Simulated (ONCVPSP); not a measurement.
titanium (Ti), ONCV: configuration errors across variants

| Property | Result |
| --- | --- |
| Element | titanium (Ti) |
| Generator | ONCVPSP 4.0.1 |
| Type | optimised norm-conserving Vanderbilt (ONCV) |
| Functional | Wu-Cohen |
| Relativity | scalar-relativistic |
| Frozen core | [Ne] |
| Valence charge | 12 |
| Reference configuration | 3s2 3p6 3d2 4s2 |
| Partial waves | 3s+4s: rc 1.95 bohr, ncon 4, nbas 8, qcut 5.7 1/bohr, 2 projectors; 3p: rc 1.60 bohr, ncon 4, nbas 8, qcut 8.3 1/bohr, 3 projectors, debl 0.6 Ha; 3d: rc 2.20 bohr, ncon 3, nbas 8, qcut 7 1/bohr, 2 projectors, debl 3.7 Ha |
| Local potential | polynomial inside 1.50 bohr (lpopt 5, dvloc0 2 Ha) |
| Core correction | none |

In the p channel the program set the typed energies aside and used -1.426, 0.250, 0.850 Ha.

All-electron excitation energies from the reference (eV): (1) 3s2 3p6 3d2 4s1 7.366; (2) 3s2 3p6 3d2 4s0 20.777; (3) 3s2 3p6 3d1 4s0 47.708; (4) 3s2 3p6 3d2.5 4s1.5 0.351.

1 further variants failed, have other tests or another functional or relativity, and are left out.

Errors AE − PS in meV (a dash: test not solved or not reliable):

| change | (1) | (2) | (3) | (4) | bound ghosts | GHOST(+) flags above zero |
| --- | --- | --- | --- | --- | --- | --- |
| base | +0.6 | +1.3 | +152 | +16 | none | none |
| d: qcut 10 | 0.0 | 0.0 | +73 | +7.0 | none | none |
| s: ncon 5, nbas 9 | +0.7 | +1.6 | +152 | +16 | none | none |
| local potential polynomial inside 1.20 bohr (lpopt 2, dvloc0 6 Ha) | +0.6 | +1.3 | +152 | +16 | none | none |

**Question.** Give the same row for: s: qcut 4.7; p: qcut 6.9; d: qcut 5.8.

**Answer.** +1.1, +0.4, +214, +25; bound ghosts: none; GHOST(+) flags above zero: none.
